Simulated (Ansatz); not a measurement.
`BC[S][GeH2][F]` and `BCS` differ in one atom or group.

Ansatz, PBE0-D4/def2-TZVP geometries, multiplicity 1. Each molecule was computed in one conformer, which needn't be the lowest.

Scalar relativity is left out up to krypton.

```tsv
property	`BC[S][GeH2][F]`
size of the dipole moment (ωB97M-V/def2-TZVPP) / D	1.83
HOMO energy (ωB97M-V/def2-TZVPP) / eV	-9.53
HOMO energy (PBE/def2-TZVPP) / eV	-6.11
LUMO energy (PBE/def2-TZVPP) / eV	-2.84
size of the dipole moment (B3LYP/def2-TZVPP) / D	1.84
LUMO energy (PBE0/def2-TZVPP) / eV	-1.78
```

Task: Give the same properties after the change, and the shifts. (Estimate.)

Result: The calculation gave: 
| property | `BCS` | shift |
| --- | --- | --- |
| size of the dipole moment (ωB97M-V/def2-TZVPP) / D | 1.25 | -0.58 |
| HOMO energy (ωB97M-V/def2-TZVPP) / eV | -9.05 | 0.48 |
| HOMO energy (PBE/def2-TZVPP) / eV | -5.57 | 0.54 |
| LUMO energy (PBE/def2-TZVPP) / eV | -2.72 | 0.12 |
| size of the dipole moment (B3LYP/def2-TZVPP) / D | 1.28 | -0.56 |
| LUMO energy (PBE0/def2-TZVPP) / eV | -1.68 | 0.10 |

With PBE0 the HOMO rises by 0.52 eV and the LUMO rises by 0.10 eV, so the gap narrows by about 0.42 eV. PBE moves the HOMO by 0.54 eV and ωB97M-V by 0.48 eV. Dipoles are sizes alone; their direction can turn.

B3LYP here is the variant with VWN-RPA as its local correlation; programs differ in this.
